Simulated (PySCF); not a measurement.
CH3O3Re, SMILES [O]=[Re]([CH3])(=[O])=[O] (connectivity only; charge and spin as stated), charge +1, multiplicity 2.

The structure is a stationary point at B3LYP-D3(BJ)/def2-SVP. The spin state was assumed, not searched. The isomer is the one that the SMILES or the coordinates give; other isomers of the formula were not compared. The def2 effective core potentials stand for the cores of Re; spin–orbit coupling is left out.

Method: M06-2X/def2-TZVP in PySCF.

Gas-phase values at a fixed geometry.

Computed frontier levels, dipole moment and polarisability:
The α spin, highest occupied and lowest empty level is -17.57 and -9.14 eV. The β spin, highest occupied and lowest empty level is -17.34 and -11.46 eV, the dipole moment about the centre of nuclear charge is 3.63 D and the mean static polarisability is 53.9 bohr³ (7.99 Å³). The polarisability, principal values comes out as 49.6, 54.2, 57.9 bohr³. The ⟨S²⟩ is 0.767 (pure state 0.75).
